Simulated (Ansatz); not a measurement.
ClF$_{5}$Mo, SMILES `[F][Mo]([F])([F])([F])([F])[Cl]` at its PBE0-D4/def2-TZVP geometry, where that method's forces vanish. Total charge 0; spin multiplicity 1. Mo: def2 effective core potential.

```xyz
7

F     0.3026   -0.1203    1.8333
Mo    0.0055   -0.0022    0.0336
F    -1.5467    0.8798    0.3928
F    -0.8787   -1.5919    0.1205
F     1.5723   -0.8899   -0.2383
F     0.9044    1.5816    0.0344
Cl   -0.3594    0.1428   -2.1762
```

Problem. What forces (eV/Å) does PBE-D4/def2-TZVPP give on these atoms in Ansatz 0.2.0? (An estimate is asked.)

Solution. The calculation gave: 
```
F1   0.147 -0.058  0.890
Mo2 -0.053  0.021 -0.322
F3  -0.785  0.446  0.171
F4  -0.448 -0.802  0.033
F5   0.789 -0.447 -0.148
F6   0.452  0.800 -0.011
Cl7 -0.101  0.040 -0.613
```
